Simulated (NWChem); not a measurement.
AuCl; SMILES [Au][Cl]

```xyz
2

Au     0.0000     0.0000    -0.3990
Cl     0.0000     0.0000     1.8540
```
Atoms are numbered in this order, from 1.

Program: NWChem. Medium grid unless said otherwise, to which SCAN and Minnesota functionals are sensitive. All runs use the structure optimised with PBE0/def2-SVP. def2 effective core potentials on Au; no spin-orbit coupling. Total energies of different functionals are on different scales.

```
level                                              energy (Ha)  highest occupied level (eV)  orbital gap (eV)  dipole (D)
-------------------------------------------------  -----------  ---------------------------  ----------------  ----------
B3LYP/def2-TZVP                                      -596.0251                        -7.81              3.60        3.72
PBE/def2-TZVP                                        -595.8143                        -6.76              1.95        3.29
TPSSh/def2-TZVP                                      -595.9335                        -7.28              3.02        3.76
SCAN/def2-TZVP                                       -596.0295                        -7.06              2.31        3.50
HCTH/407/def2-TZVP                                   -596.4898                        -6.92              2.04        3.45
MN15/def2-TZVP                                       -595.6360                        -8.87              5.48        3.86
BLYP/def2-TZVP                                       -595.9458                        -6.65              1.86        3.16
OLYP/def2-TZVP                                       -596.1627                        -6.58              2.01        3.41
LC-BLYP (range parameter 0.33 per bohr)/def2-TZVP    -595.5269                       -10.27              8.10        4.18
LDA (Slater exchange, VWN5)/def2-TZVP                -594.2859                        -6.98              1.85        3.13
LDA (Slater exchange, PW92)/def2-TZVP                -594.2743                        -6.98              1.85        3.13
```
